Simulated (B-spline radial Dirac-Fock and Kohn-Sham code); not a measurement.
# Photoabsorption cross section of Pt⁷⁺ by shell

System: platinum as Pt⁷⁺, configuration [Xe] 4f14 5d3.

Model: a relativistic central-field model (Hartree-Slater potential of the initial state, Latter tail, multipole expansion of the photon field, Dirac-Fock thresholds). Program: a B-spline atomic structure program.

Computed thresholds (eV): K 78512.1, L1 14009.6, L2 13395.5, L3 11686.1, M1 3425.5, M2 3152.7, M3 2772.6, M4 2324.2, M5 2243.8, N1 851.6, N2 735.5, N3 644.6, N4 454.1, N5 437.2, N6 192.3, N7 189.0, O1 220.9, O2 179.4, O3 162.8, O4 108.2, O5 106.1.

```tsv
photon energy (eV)	total (b)	K (%)	L (%)	M (%)	N (%)	O (%)
149	108200	–	–	–	–	100.0
362	5.118e+06	–	–	–	95.4	4.6
447	4.266e+06	–	–	–	95.5	4.5
1000	1.436e+06	–	–	–	94.9	5.1
1100	1.198e+06	–	–	–	94.7	5.3
1360	787200	–	–	–	94.1	5.9
1560	592300	–	–	–	93.7	6.3
3060	608700	–	–	78.1	20.1	1.8
3210	577200	–	–	79.3	18.9	1.8
4020	351900	–	–	80.0	18.1	1.9
4260	305600	–	–	80.0	18.1	1.9
7880	65340	–	–	79.3	18.3	2.4
10300	32670	–	–	78.9	18.5	2.6
11100	26900	–	–	78.8	18.5	2.7
14400	55630	–	75.6	19.2	4.5	0.7
16100	41840	–	75.8	19.0	4.5	0.7
34700	5483	–	76.7	18.1	4.4	0.8
76800	619.6	–	76.9	17.9	4.4	0.8
102000	1436	80.4	15.1	3.5	0.9	0.2
107000	1266	80.5	15.0	3.5	0.9	0.2
152000	498.0	81.3	14.4	3.3	0.8	0.2
```

Q: With what power of the photon energy does the total fall between 107000 and 152000 eV?

A: As E^-2.66. The non-relativistic Born limit for an s electron far above threshold is E^-3.5; near threshold and at relativistic energies the fall is slower.

Run: 10 s of CPU time on 1 thread of Neoverse-N1 (shared host), peak memory 0.38 GiB.
